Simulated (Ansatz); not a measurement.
## Worked example: ideal-gas entropy of CHBr2F (dibromofluoromethane)

A singlet with charge 0, relaxed at HF/6-31G* (Cartesian functions) (Ansatz 0.2.0):

```xyz
5

F    -0.5942   -0.1830    1.2494
C    -0.0430    0.1242    0.0804
Br    1.7748   -0.5135    0.0515
Br   -1.1160   -0.6160   -1.3385
H    -0.0215    1.1883   -0.0428
```

Harmonic wavenumbers in cm⁻¹: 185, 326, 388, 678, 788, 1243, 1350, 1475, 3405.

Masses in u: F 18.998, C 12.011, Br 79.904, H 1.008. Take T = 298.15 K, p = 1 bar, R = 8.3145 J/(mol K), kT/hc = 207.22 cm⁻¹, rigid rotor and harmonic oscillator.

Problem. Compute the standard molar entropy.

Solution. 
1. Translation (Sackur–Tetrode): S = R[3/2 ln M + 5/2 ln T − 1.1517] with M = 191.825 gives 174.4 J/(mol K).
2. Rotation: principal moments 89.444, 416.783, 495.618 u Å² give A, B, C = 0.1885, 0.0404, 0.034 cm⁻¹; the symmetry number is σ = 1; q = (√π/σ)√((kT/hc)³/ABC) = 328577; S = R(ln q + 3/2) = 118.1.
3. Vibration: with u = ν̃/207.22, each mode gives R[u/(eᵘ − 1) − ln(1 − e⁻ᵘ)]; the sum is 21.7, most from 185 cm⁻¹ (9.5), 326 cm⁻¹ (5.4), 388 cm⁻¹ (4.2).
4. Spin: R ln 1 = 0.0.
5. Sum: 174.4 + 118.1 + 21.7 + 0.0 = 314.2 J/(mol K).

The tabulated value is 316.8 J/(mol K) (CRC Handbook of Chemistry and Physics): the model is off by -2.6.
